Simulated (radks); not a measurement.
Question: The molybdenum ion Mo32+, [Ne]. Calculated with a radial shooting solver on a logarithmic mesh with Libxc functionals: non-relativistic Kohn-Sham, LDA (Slater exchange, Perdew-Wang correlation), spin-polarised, spherical densities, point nucleus. Every spin shell is full or empty, so the densities are truly spherical. Functionals are evaluated on that one density, not self-consistently. Rank these orbital-free kinetic functionals by their error against the exact value of the orbitals, and give that value: Thomas-Fermi, von Weizsacker, TF + vW, TF + vW/9, TF + vW/5, LC94, APBEK, revAPBEK, Perdew 92, Thakkar, Pearson, LKT, PG1, DePristo-Kress, Ernzerhof.

Answer: Exact: 3169.97 hartree. From best to worst, with 100 (|E| - |E exact|)/|E exact| (equal figures are ties): TF + vW/9 +0.14, Perdew 92 +0.15, Thakkar +0.44, LC94 +0.78, Pearson -0.79, DePristo-Kress +0.82, APBEK +0.85, Ernzerhof +0.95, revAPBEK +1.17, TF + vW/5 +5.15, Thomas-Fermi -6.12, PG1 +23.72, LKT +28.99, von Weizsacker -43.64, TF + vW +50.24.
